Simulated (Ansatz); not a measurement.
Gas-phase electronic energies from Ansatz, PBE0-D4/def2-TZVP geometries. CCSD(T)/CBS is the MP2 limit (def2-TZVPP, def2-QZVPP) plus CCSD(T) − MP2 in def2-TZVPP, frozen cores. This one scheme is used for every species. Functionals use def2-TZVPP. B3LYP here is the variant with VWN-RPA as its local correlation; programs differ in this. Each species was taken in one conformer, which may not be the lowest.

`C[SiH](F)N[SiH3]` + `NCS` → `CSCN` + `F[SiH2]N[SiH3]`  (substitution at a C–Si bond)

`C[SiH](F)N[SiH3]`:

```xyz
13

C    -0.778    0.548    1.606
Si    0.711    0.876    0.558
F     1.972    0.241    1.324
N     0.551    0.222   -1.017
Si   -0.156   -1.264   -1.550
H    -1.673    0.988    1.159
H    -0.949   -0.523    1.731
H    -0.640    0.983    2.599
H     1.018    2.319    0.407
H     1.059    0.732   -1.728
H     0.853   -2.160   -2.176
H    -1.230   -1.027   -2.552
H    -0.738   -1.936   -0.362
```

`NCS`:

Cartesian coordinates in Å:
```
N 0.011 -1.075 0.375
C 0.386 0.152 -0.289
S -0.998 0.923 -1.166
H 0.824 -1.514 0.792
H -0.658 -0.897 1.114
H 1.114 -0.081 -1.069
H 0.833 0.921 0.353
H -1.513 1.571 -0.109
```

`CSCN`:

```xyz
11

C    -0.699   -0.103    1.497
S     0.989   -0.359    0.940
C     0.709   -0.472   -0.861
N     0.260    0.702   -1.551
H    -1.115    0.831    1.113
H    -1.340   -0.939    1.210
H    -0.674   -0.041    2.585
H     0.004   -1.286   -1.044
H     1.678   -0.784   -1.257
H    -0.678    0.959   -1.276
H     0.866    1.491   -1.358
```

`F[SiH2]N[SiH3]`:

```xyz
10

F    -1.206    2.198   -0.502
Si   -0.157    1.118   -1.047
N    -0.361   -0.416   -0.329
Si    0.336   -1.011    1.142
H    -0.399    1.013   -2.503
H     1.187    1.630   -0.704
H    -1.051   -1.013   -0.765
H    -0.689   -1.225    2.197
H     1.310    0.012    1.596
H     1.030   -2.306    0.914
```

Task: Is it downhill or uphill in electronic energy at CCSD(T)/CBS, and by how much? (An estimate is asked.)

Result: Ansatz gave: Uphill: ΔE = +41.9 kJ/mol.

Task: What do these levels give: r2SCAN-D4, PBE0-D4, B3LYP-D4, ωB97X-V, B2PLYP, PBE0, HF/def2-TZVPP, CCSD/def2-TZVPP, HF/def2-QZVPP, MP2/def2-QZVPP, MP2/CBS(def2), CCSD/CBS(def2)? (An estimate is asked.)

Result: The calculation gave: r2SCAN-D4 41.3, PBE0-D4 41.1, B3LYP-D4 40.0, ωB97X-V 40.9, B2PLYP 39.1, PBE0 40.1, HF/def2-TZVPP 40.9, CCSD/def2-TZVPP 43.7, HF/def2-QZVPP 40.9, MP2/def2-QZVPP 40.2, MP2/CBS(def2) 40.2, CCSD/CBS(def2) 43.5 kJ/mol.

Largest T1 diagnostic among the species: 0.011.

From PBE to PBE0 (25 % exact exchange), in def2-TZVPP and without D4, ΔE moves by +3.6 kJ/mol.
